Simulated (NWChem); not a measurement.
System: BiHCl2; SMILES [Cl][BiH][Cl]

Here is an NWChem input.

```
start job
memory heap 200 mb stack 900 mb global 1100 mb
geometry units angstroms noautoz
  Bi    -0.407022     0.023941     0.000000
  H     -0.569807    -1.776061     0.000000
  Cl     1.168678     0.017887    -1.900166
  Cl     1.168678     0.017887     1.900166
end
basis spherical
  * library def2-svp
end
ecp
  Bi library def2-ecp
end
dft
  xc xcamb88 1.00 lyp 0.81 vwn_5 0.19 hfexch 1.00
  cam 0.33 cam_alpha 0.19 cam_beta 0.46
  iterations 150
  vectors input atomic output neutral.movecs
end
task dft energy
charge 1
dft
  odft
  mult 2
  vectors input atomic output cation.movecs
end
task dft energy
```

Output (shortened):

```
             Northwest Computational Chemistry Package (NWChem) 7.3.0
             --------------------------------------------------------

 CS  symmetry detected

                             Geometry "geometry" -> ""
                             -------------------------

 Output coordinates in angstroms (scale by  1.889725989 to convert to a.u.)

  No.       Tag          Charge          X              Y              Z
 ---- ---------------- ---------- -------------- -------------- --------------
    1 Bi                  83.0000    -0.45256425     0.01880553     0.00000000
    2 H                    1.0000    -0.62253404    -1.78053224     0.00000000
    3 Cl                  17.0000     1.12309902     0.00646097     1.90016600
    4 Cl                  17.0000     1.12309902     0.00646097    -1.90016600

 Effective nuclear repulsion energy (a.u.)     675.2334012048

      Symmetry information
      --------------------

 Group name             Cs
 Group number              2
 Group order               2
 No. of unique centers     3

                                 NWChem DFT Module
                                 -----------------

 Summary of "ao basis" -> "ao basis" (spherical)
 ------------------------------------------------------------------------------
       Tag                 Description            Shells   Functions and Types
 ---------------- ------------------------------  ------  ---------------------
 Bi                         def2-svp                10       26   4s4p2d
 H                          def2-svp                 3        5   2s1p
 Cl                         def2-svp                 8       18   4s3p1d

      Symmetry analysis of basis
      --------------------------

        a'         40
        a"         27

            General Information
            -------------------
          SCF calculation type: DFT
          Wavefunction type:  closed shell.
          No. of atoms     :     4
          No. of electrons :    58
           Alpha electrons :    29
            Beta electrons :    29
          Charge           :     0
          Spin multiplicity:     1
          Use of symmetry is: on ; symmetry adaption is: on
          Maximum number of iterations: 150
          AO basis - number of functions:    67
                     number of shells:    29
          Convergence on energy requested:  1.00D-06
          Convergence on density requested:  1.00D-05
          Convergence on gradient requested:  5.00D-04

              XC Information
              --------------
                     Hartree-Fock (Exact) Exchange  1.000
                   CAM-Becke88 Exchange Functional  1.000
                      VWN V Correlation Functional  0.190 local
              Lee-Yang-Parr Correlation Functional  0.810

           Range-Separation Parameters
           ---------------------------
           Alpha           :  0.19
           Beta            :  0.46
           Gamma           :  0.33
           Short-Range HF  :     F

             Grid Information
             ----------------
          Grid used for XC integration:  medium
          Radial quadrature: Mura-Knowles
          Angular quadrature: Lebedev.
          Tag              B.-S. Rad. Rad. Pts. Rad. Cut. Ang. Pts.
          ---              ---------- --------- --------- ---------
          Bi                  1.60      123           8.0       590
          H                   0.35       45           8.0       434
          Cl                  1.00       88          10.0       590
          Grid pruning is: on
          Number of quadrature shells:   256
          Spatial weights used:  Erf1

      Superposition of Atomic Density Guess
      -------------------------------------

 Sum of atomic energies:       -1164.56533003

      Non-variational initial energy
      ------------------------------

 Total energy =   -1132.761869
 1-e energy   =   -2083.235242
 2-e energy   =     730.126148
 HOMO         =      -0.289877
 LUMO         =      -0.018630

      Symmetry analysis of molecular orbitals - initial
      -------------------------------------------------

  Numbering of irreducible representations:

     1 a'          2 a"

  Orbital symmetries:

     1 a'          2 a"          3 a"          4 a'          5 a'
     6 a"          7 a'          8 a'          9 a"         10 a"
    11 a'         12 a'         13 a"         14 a'         15 a"
    16 a'         17 a"         18 a'         19 a'         20 a'
    21 a"         22 a'         23 a"         24 a'         25 a'
    26 a"         27 a"         28 a'         29 a'         30 a'
    31 a"         32 a'         33 a'         34 a"         35 a'
    36 a'         37 a"         38 a'         39 a'

   convergence    iter        energy       DeltaE   RMS-Dens  Diis-err
 ---------------- ----- ----------------- --------- --------- ---------
 d= 0,ls=0.0,diis     1  -1135.3247617158 -1.36D+03  2.25D-02  4.74D-01
 d= 0,ls=0.0,diis     2  -1135.3399421523 -1.52D-02  9.70D-03  3.54D-01
 d= 0,ls=0.0,diis     3  -1135.3939170467 -5.40D-02  1.37D-03  7.31D-03
 d= 0,ls=0.0,diis     4  -1135.3949440121 -1.03D-03  2.41D-04  2.41D-04
 d= 0,ls=0.0,diis     5  -1135.3949740959 -3.01D-05  6.60D-05  3.87D-06
  Resetting Diis
 d= 0,ls=0.0,diis     6  -1135.3949755138 -1.42D-06  1.72D-05  4.46D-07
 d= 0,ls=0.0,diis     7  -1135.3949756610 -1.47D-07  7.40D-06  2.85D-08

         Total DFT energy =    -1135.394975660967
      One electron energy =    -2084.241311744800
           Coulomb energy =      802.561565444185
    Exchange-Corr. energy =      -74.062454242608
 Nuclear repulsion energy =      220.347224882256

 Numeric. integr. density =       58.000007779305

                  Occupations of the irreducible representations
                  ----------------------------------------------

[...]
```

Level: CAM-B3LYP/def2-SVP with def2 effective core potentials on Bi, vertical spin-unrestricted ions. Coordinates come from a PBE0/def2-SVP optimisation. No frequency run checked for a minimum. def2 effective core potentials on Bi; no spin-orbit coupling.
